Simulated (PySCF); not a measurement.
Level of theory: PBE0-D3(BJ)/def2-TZVP (PySCF). Isolated molecules, 0 K electronic values unless said otherwise. One relaxed conformer stands for a flexible species; it need not be the lowest. 

Reference species (SMILES): `CC1(C)CC1` (neutral, multiplicity 1).

The HOMO–LUMO gap comes out as 8.89 eV and the HOMO comes out as -7.60 eV.

Changed species: `C=C(C)CC` (C–C–C–C torsion 117°).

Question: Predict the effect on the HOMO–LUMO gap and HOMO.

Answer: the HOMO–LUMO gap decreases by 1.34 eV, to 7.55 eV; the HOMO increases by 0.57 eV, to -7.03 eV.
